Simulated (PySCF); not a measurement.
Excitations are Tamm–Dancoff values on a coarser integration grid. The basis has no diffuse functions, so Rydberg states are missing or too high.

Cartesian coordinates (Å):
SMILES: C[CH2][Sn]([I])([I])[I]
```xyz
11

C     -1.5147     0.0099    -0.4936
C     -0.5762    -0.1250     0.6966
Sn     1.5241     0.0476     0.1033
I      2.1097    -1.9040    -1.7080
I      3.1975    -0.1869     2.2367
I      1.9270     2.4682    -1.0845
H     -1.3369    -0.7789    -1.2526
H     -2.5710    -0.0823    -0.1617
H     -1.4102     0.9940    -0.9940
H     -0.7113     0.6688     1.4587
H     -0.6379    -1.1114     1.1991
```
Charge 0, spin multiplicity 1.

Predict the S1 excitation (TDA), dipole moment, T1 excitation (TDA), HOMO and total energy from PySCF with PBE-D3(BJ)/def2-TZVP // PBE-D3(BJ)/def2-SVP.


```yaml
S1 excitation (TDA): 2.89 eV
dipole_moment: 2.82 D
T1 excitation (TDA): 2.66 eV
HOMO: -6.46 eV
total_energy: -1186.6956 Ha
```
